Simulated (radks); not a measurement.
Problem. The mean radii <r> (bohr) of the occupied orbitals of an atom or ion are listed with their occupations. All-electron calculation, scalar-relativistic Kohn-Sham, LDA (Slater exchange, Perdew-Wang correlation), spin-unpolarised, spherical densities, finite nucleus; Fermi nuclear charge, rms radius of each element as measured or else 0.836 A^(1/3) + 0.57 fm. Program: a radial shooting solver on a logarithmic mesh with Libxc functionals.

orbital  occ.      <r>
1s          2  0.03711
2s          2   0.1628
2p          6   0.1418
3s          2   0.4592
3p          6   0.4625
3d         10   0.4522
4s          2    1.190
4p          6    1.320
4f          1    3.774

Name the element and its charge.

Solution. Z = 40, zirconium, charge +3: Zr3+ in [Kr] 4f1. The 1s radius gives Z: for a bare nucleus <r> = (2 gamma + 1)/(2Z) with gamma = sqrt(1 - (Z/c)^2), 0.03641 bohr for Z = 40, and screening makes it slightly larger (0.03711 here). The occupations add up to 37, and the charge is Z minus that.
